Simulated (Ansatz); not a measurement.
A CCSD(T) single point on F₃GeH, SMILES `[F][GeH]([F])[F]`.

```yaml
crystal:
  periodic: [false, false, false]
  atoms:
    - {symbol: F, position_ang: [-0.249762, -0.734065, 1.483023]}
    - {symbol: Ge, position_ang: [0.095565, -0.008659, -0.023333]}
    - {symbol: F, position_ang: [-0.673062, 1.515692, -0.011289]}
    - {symbol: F, position_ang: [-0.708078, -0.943959, -1.203991]}
    - {symbol: H, position_ang: [1.585239, 0.097291, -0.285708]}
basis:
  gaussian: {orbitals: def2-SVP}
correlation: {method: ccsd_t}
```

```sh
$ ansatz run in.yaml --threads 2 --pin off --events-out ev --progress --plain
```

The program prints (abridged):

```
Functional definition: HF
748 factors; integrals over basis functions are off by at most 1.3e-3 eV
mean field evaluation 1: about -64592.9910 eV, gradient 4.2e1 eV
mean field evaluation 2: about -64593.0220 eV, gradient 4.2e1 eV
mean field evaluation 4: about -64596.2023 eV, gradient 2.0e0 eV
mean field evaluation 8: about -64596.2202 eV, gradient 2.1e-1 eV
mean field evaluation 16: about -64596.1669 eV, gradient 6.5e-1 eV
mean field -64596.22038990 eV, -2373.8673144381 hartree, gradient 6.1e-6 eV, S^2 0.000000; 0 other end points of the search recorded, 0 dependent functions left out
12 core orbitals not correlated: weight in the atoms' cores, before any rotation towards them, 1.000 or more for the frozen orbitals, at most 0.000 for the correlated occupied ones
reference -64596.22038990 eV, -2373.8673144381 hartree; 18, 18 occupied and 49, 49 virtual orbitals, 748 factors
second order -21.35234437 eV of doubles, -0.00000000 eV of singles
cycle   1  -20.76182289 eV  change    5.9e-1 eV  update   1.1e-1
cycle   2  -21.25117984 eV  change   -4.9e-1 eV  update   3.0e-2
cycle   3  -21.36199796 eV  change   -1.1e-1 eV  update   1.5e-2
cycle   4  -21.35048815 eV  change    1.2e-2 eV  update   2.7e-3
cycle   5  -21.34768789 eV  change    2.8e-3 eV  update   1.1e-3
cycle   6  -21.34818147 eV  change   -4.9e-4 eV  update   2.9e-4
cycle   7  -21.34808541 eV  change    9.6e-5 eV  update   9.9e-5
cycle   8  -21.34801434 eV  change    7.1e-5 eV  update   2.5e-5
cycle   9  -21.34801348 eV  change    8.6e-7 eV  update   8.7e-6
perturbative correction -0.38534949 eV, -0.0141613326 hartree
Total energy: -64617.95375287 eV, -2374.6660007959 hartree
```

Run time 3.3 s (2 threads of a server CPU on a shared host); peak host memory 0.25 GiB.

The correlation energy is -21.733 eV, 1.8 % of it from (T); the T1 diagnostic reads 0.0122.
